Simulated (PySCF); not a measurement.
A structure optimised at ωB97X-D3(BJ)/def2-SVP, used in a PySCF frequency run:

```xyz
11

O      1.8505     0.3621     1.1065
Si     0.5376     0.7175     0.1632
C     -1.1516     0.1715     0.8130
N     -1.6819    -0.6971     0.0387
C     -0.8726    -1.0005    -1.1278
O      0.3452    -0.2868    -1.1617
H      1.9521    -0.5463     1.4094
H      0.7231     2.1386    -0.1936
H     -1.7055     0.4598     1.7184
H     -0.6743    -2.0867    -1.1340
H     -1.4688    -0.7594    -2.0248
```

Question: Write its SMILES and formula.

Answer: O[Si@@H]1C=NCO1, C2H5NO2Si

Question: What are its rotational constants (standard atomic weights)?

Answer: 5.9357, 2.5694, 2.0838 GHz
